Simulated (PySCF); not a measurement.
Computed shifts of a molecule C4H10O2, PBE0/pcSseg-1 (PySCF), GIAO, gas phase, equivalent atoms averaged, in ppm (number of nuclei): ¹³C: 82.8 (1), 68.3 (1), 61.4 (1), 21.1 (1). ¹H: 4.05 (1), 3.66 (3), 3.34 (1), 2.91 (1), 2.31 (1), 1.32 (3). References: ¹³C against TMS (σ = 186.3 ppm); ¹⁷O against H2O (σ = 334.2 ppm); ¹H against TMS (σ = 31.56 ppm), references at their B3LYP-D3(BJ)/def2-TZVP geometries, non-relativistic. Coordinates come from a PBE0-D3(BJ)/def2-SVP optimisation. The values are those of a single conformer.

Which molecule gave these data?
(A) CCOCOC
(B) CC(CO)CO
(C) COCCCO
(D) COCC(C)O

D, COCC(C)O
